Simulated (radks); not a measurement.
The numbers below are computed, except where a source is named.
Task: The arsenic ion As6+ is in [Ar] 3d(3/2: 4, 5/2: 5). Level of theory: Dirac Kohn-Sham, BLYP, spin-unpolarised, spherical densities, finite nucleus; Fermi nuclear charge, rms radius of each element as measured or else 0.836 A^(1/3) + 0.57 fm (a radial shooting solver on a logarithmic mesh with Libxc functionals). Sub-shells are occupied by j as written (lower j first in brackets). One electron is removed from 3p1/2, 3p3/2, 3d5/2, 3d3/2 in turn, with full relaxation. Which removal costs least, and what does each cost?

Result: 3d5/2 151.39 eV; 3d3/2 152.24 eV; 3p3/2 244.25 eV; 3p1/2 249.60 eV. The 3d5/2 electron leaves first.
